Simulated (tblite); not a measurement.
C5H7FNO (charge +1).
Numbering: `[F:1][CH2:2][CH2:3][n+:4]1[cH:5][cH:6][o:7][cH:8]1` (hydrogens: H9, H10 on C2; H11, H12 on C3; H13 on C5; H14 on C6; H15 on C8)
Bond orders are those of one Lewis drawing.

Computed with GFN2-xTB (tblite), gas phase: nudged elastic band of 9 images (0 to 8), spring 0.2 eV/Å², climbing image at the end, force threshold 0.05 eV/Å. The top image wasn't refined or checked by frequencies; at this threshold it can lie a kcal/mol or more above the true saddle point of the method.

Path: rotation about C2–C3 (sp3 C–F carbon, sp3 carbon bound to nitrogen), followed by the dihedral F1–C2–C3–N4, from -59° to 57°. Start geometry (image 0):
```
atom  x, y, z in Å
F1     -1.496   -0.820    1.542
C2     -1.941   -0.062    0.498
C3     -1.030   -0.313   -0.713
N4      0.336    0.032   -0.391
C5      1.155   -0.691    0.438
C6      2.317    0.008    0.515
O7      2.199    1.109   -0.241
C8      1.012    1.105   -0.766
H9     -1.918    0.983    0.822
H10    -2.966   -0.370    0.273
H11    -1.372    0.282   -1.559
H12    -1.066   -1.375   -0.970
H13     0.850   -1.607    0.906
H14     3.236   -0.167    1.042
H15     0.680    1.895   -1.418
```

The first guess turns that dihedral rigidly in even steps and adds one set of random displacements (0.04 Å standard deviation a coordinate) to every inner image. Energies of the images above image 0 (eV) in the early part of the optimisation:

```tsv
iteration	1	2	3	4	5	6	7	8
0	0.734	0.785	0.836	0.857	0.838	0.791	0.746	-0.035
10	0.072	0.113	0.153	0.168	0.147	0.103	0.060	-0.035
20	0.026	0.064	0.102	0.118	0.101	0.061	0.018	-0.035
30	0.018	0.057	0.097	0.113	0.096	0.056	0.013	-0.035
40	0.015	0.054	0.093	0.110	0.091	0.050	0.003	-0.035
```

Question: Where does the band end, and how far was the first guess from it?

Answer: Final energies, images 1 to 8: 0.013, 0.050, 0.091, 0.109, 0.089, 0.038, -0.009, -0.035 eV. The highest point drops from 0.86 eV (image 4) to 0.109 eV (image 4), by 0.75 eV. Image 4 moved by 0.06 Å rms, its dihedral from 7° to -1°. The end images are fixed. The true force on the top image ends at 0.029 eV/Å, and the largest on any image at 0.06 eV/Å; away from the top, the method drives only the force across the path to zero. The last saved iteration is 60.

What follows is the cost of the whole band run. The run took 3.0 s of wall time on an INTEL XEON PLATINUM 8581C at 2.10 GHz with one thread, shared host with 64 logical CPUs at a one-minute load of 3.7, and the process peaked at 0.18 GiB of memory.
